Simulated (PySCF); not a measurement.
Computed shifts of a molecule CH8N2Si3, PBE/pcSseg-1 in PySCF, GIAO, gas phase, atoms alike by connectivity averaged where their shifts nearly agree, in ppm (number of nuclei): ¹³C: 209.4 (1). ¹⁵N: 490.2 (1), -1.5 (1). ²⁹Si: -65.7 (1), -70.9 (1), -75.0 (1). ¹H: 10.75 (1), 5.74 (2), 5.54 (1), 5.45 (1), 5.28 (1), 5.19 (1), -0.33 (1). References: ¹³C against TMS (σ = 182.0 ppm); ¹⁵N against NH3 (σ = 267.0 ppm); ²⁹Si against TMS (σ = 335.4 ppm); ¹H against TMS (σ = 31.49 ppm), references at their B3LYP-D3(BJ)/def2-TZVP geometries, non-relativistic. Coordinates come from a PBE0-D3(BJ)/def2-SVP optimisation. Other conformers were not sampled.

Identify the compound among the candidates.
A) N[SiH2][Si@@H]1C=N[SiH2]1
B) C1=N[SiH2][SiH2]N[SiH2]1
C) [SiH3][Si@H]1C=N[SiH2]N1
D) [SiH3][Si@@H]1N=C[SiH2]N1

B, C1=N[SiH2][SiH2]N[SiH2]1
